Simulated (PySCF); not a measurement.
C4H5BCl2.
Z-matrix (Å and degrees, PBE0-D3(BJ)/def2-SVP geometry), rows numbered from 1:
```
Cl
B   1  1.7590
Cl  2  1.7594  1  118.52
C   2  1.5176  1  120.80  3  -178.20
C   4  1.5071  2  129.36  1   163.55
C   5  1.4795  4   61.12  2  -110.03
C   6  1.4791  4   60.35  5   122.12
H   5  1.0990  4  117.24  6  -108.80
H   5  1.0945  4  117.06  6   108.72
H   6  1.0897  4  126.48  5  -118.92
H   7  1.0990  4  117.19  6   108.83
H   7  1.0945  4  117.07  6  -108.72
```

Computed with PySCF at PBE0/pcSseg-1 and B3LYP/def2-SVPD, non-relativistic, on one gas-phase PBE0-D3(BJ)/def2-SVP geometry that isn't relaxed in the solvent. The solvent is an IEF-PCM continuum (cavity from Bondi-type radii × 1.2). Specific hydrogen bonds and non-electrostatic terms are outside this model.

Gas phase at PBE0/pcSseg-1: HOMO -7.76 eV, LUMO -1.22 eV, dipole 2.27 D.

Problem. What does the continuum do to the energy, the frontier levels and the dipole at PBE0/pcSseg-1 in tetrahydrofuran?

Solution. 
| solvent | ε | E(solvent) − E(gas) (kcal/mol) | polarisation term (kcal/mol) | distortion of the solute (kcal/mol) | HOMO (eV) | LUMO (eV) | dipole (D) |
| --- | --- | --- | --- | --- | --- | --- | --- |
| tetrahydrofuran | 7.426 | -2.20 | -2.46 | 0.26 | -7.59 | -1.17 | 2.84 |

The first energy column is the sum of the next two and covers electrostatics alone.

Problem. Which radius a makes the point-dipole formula ΔE = −[(ε − 1)/(2ε + 1)]·μ²/a³ give the value in tetrahydrofuran, with the gas-phase dipole?

Solution. μ = 0.893 au and |ΔE| = 0.00350 Eh give a = 2.39 Å; the farthest nucleus lies 2.99 Å from the centroid of the nuclei, so such a sphere wouldn't even hold the nuclei. The formula assumes a rigid point dipole at the centre of a sphere.

Problem. Which Hirshfeld charges (PBE0/pcSseg-1) respond most in tetrahydrofuran (means over atoms taken as equivalent)?

Solution. 
```
  atoms                    environment  gas (e)  solvent (e)  change
Cl1/Cl3           chlorine bonded to B   -0.076       -0.087  -0.011
    H10               methine hydrogen   +0.067       +0.076  +0.009
     C6  sp3 carbon at a ring junction   -0.026       -0.021  +0.005
     C4      sp3 carbon bound to boron   -0.102       -0.107  -0.005
 H8/H11             methylene hydrogen   +0.049       +0.054  +0.005
 H9/H12             methylene hydrogen   +0.050       +0.052  +0.002
     B2         three-coordinate boron   +0.151       +0.150  -0.001
  C5/C7     three-membered-ring carbon   -0.068       -0.068   0.000
```

Problem. Which Mayer bond orders change most in tetrahydrofuran?

Solution. 
```json
{"bond": "B2–Cl3", "length (Å)": "1.759", "gas": "1.117", "solvent": "1.099", "change": "-0.018"}
{"bond": "Cl1–B2", "length (Å)": "1.759", "gas": "1.117", "solvent": "1.100", "change": "-0.017"}
{"bond": "B2–C4", "length (Å)": "1.518", "gas": "1.044", "solvent": "1.058", "change": "+0.014"}
{"bond": "C5–H8", "length (Å)": "1.099", "gas": "0.919", "solvent": "0.915", "change": "-0.004"}
{"bond": "C6–H10", "length (Å)": "1.090", "gas": "0.962", "solvent": "0.958", "change": "-0.004"}
{"bond": "C7–H11", "length (Å)": "1.099", "gas": "0.919", "solvent": "0.915", "change": "-0.004"}
{"bond": "C6–C4", "length (Å)": "1.519", "gas": "0.684", "solvent": "0.681", "change": "-0.003"}
{"bond": "C5–H9", "length (Å)": "1.095", "gas": "0.953", "solvent": "0.951", "change": "-0.002"}
```

Gas phase at B3LYP/def2-SVPD: HOMO -7.53 eV, LUMO -1.46 eV, dipole 2.14 D.

Problem. What does the continuum do to the energy, the frontier levels and the dipole at B3LYP/def2-SVPD in tetrahydrofuran?

Solution. 
```csv
solvent,ε,E(solvent) − E(gas) (kcal/mol),polarisation term (kcal/mol),distortion of the solute (kcal/mol),HOMO (eV),LUMO (eV),dipole (D)
tetrahydrofuran,7.426,-2.01,-2.29,0.28,-7.34,-1.40,2.77
```

Problem. How does the static polarisability (B3LYP/def2-SVPD, frozen core, with the continuum's full static response) change?

Solution. 
```tsv
medium	isotropic (au)	principal values (au)	⟨r²⟩ of the electrons (bohr²)
gas	86.2	65.4, 91.2, 101.9	1134.8
tetrahydrofuran	112.1	85.4, 118.4, 132.4	1134.7
```

The isotropic value in tetrahydrofuran is 1.30 times the gas-phase one; no cavity-field correction is applied. ⟨r²⟩ is taken about the centre of nuclear charge.
